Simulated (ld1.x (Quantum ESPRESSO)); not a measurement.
## What one change does to a pseudopotential (lanthanum (La), TM)

ld1.x (Quantum ESPRESSO) 7.5 input, shortened:

```
&input
   title='La', zed=57., rel=2, dft='PW91', iswitch=3,
   config='[Xe] 4f0 5d1 6s1.75 6p0.25', rel_dist='average'
 /
 &inputp
   pseudotype=2, tm=.true., lloc=0,
   nlcc=.true., rcore=0.70
 /
4
6P  2  1   0.25   0.00  3.75  3.75  0.0
5D  3  2   1.00   0.00  3.65  3.65  0.0
4F  4  3   0.00   0.00  0.85  0.85  0.0
6S  1  0   1.75   0.00  2.90  2.90  0.0
 &test
   configts(1)='4f0 5d1 6s1.75 6p0.25'
 /
```

Open shells are filled in proportion to 2j + 1 (rel_dist='average').

Change: wave 5d (bound): rc 3.65 bohr becomes 5d (bound): rc 5.10 bohr.

Cutoffs: the cutoffs (Ry, on a coarse ladder) from which the occupation-weighted sum of valence levels, in a spherical-Bessel basis at the reference potential, stays within 10 and 1 mRy of its value at 400 Ry; they do not see the model core or the augmentation charge, which bear on the density cutoff. Errors are all-electron minus pseudo energies relative to the spin-unpolarised reference configuration.

Q: Predict the effect on cutoff, ghosts and configuration errors.

A: The potential gets softer (10 Ry and 18 Ry → 8 Ry and 18 Ry); of the 7 tests that both files solve, the error grows in 3 and shrinks in 2 by more than 15 % and 0.3 meV (median size 21.6 → 26.5 meV); neither file shows a bound ghost at the reference potential, the only one tested. A larger radius leaves more room for a smooth pseudo-wave, so fewer plane waves are needed.

```tsv
quantity	base	changed
cutoff, loose	10 Ry	8 Ry
cutoff, tight	18 Ry	18 Ry
loose cutoff by channel (10 mRy a level)	p 6 Ry, d 10 Ry, s 8 Ry	p 6 Ry, d 8 Ry, s 8 Ry
bound ghosts	none	none
error for 4f0 5d1 6s2 6p0, meV [ΔE -0.59 eV]	-0.2	-0.2
error for 4f0 5d1 6s1 6p0, meV [ΔE 5.42 eV]	+0.8	-0.2
error for 4f0 5d1 6s0 6p0, meV [ΔE 16.33 eV]	-52	-74
error for 4f1 5d0 6s1 6p0, meV [ΔE 5.69 eV]	-1323	-1513
error for 4f0 5d2 6s1 6p0, meV [ΔE 0.21 eV]	-42	+4.4
error for 4f0 5d0 6s2 6p0, meV [ΔE 5.84 eV]	+4.3	+77
error for 4f0 5d1 6s0 6p2, meV [ΔE 4.28 eV]	-22	-27
```

Base: The cutoffs count occupied waves only; the empty 4f level needs 300 Ry at the loose tolerance. These tests converged, but a pseudo level misses the all-electron one widely, so the file describes the atom poorly there or has found another state: 4f1 5d0 6s1 6p0: 4f by 2.3 eV. Changed file: The cutoffs count occupied waves only; the empty 4f level needs 300 Ry at the loose tolerance. These tests converged, but a pseudo level misses the all-electron one widely, so the file describes the atom poorly there or has found another state: 4f1 5d0 6s1 6p0: 4f by 2.4 eV.
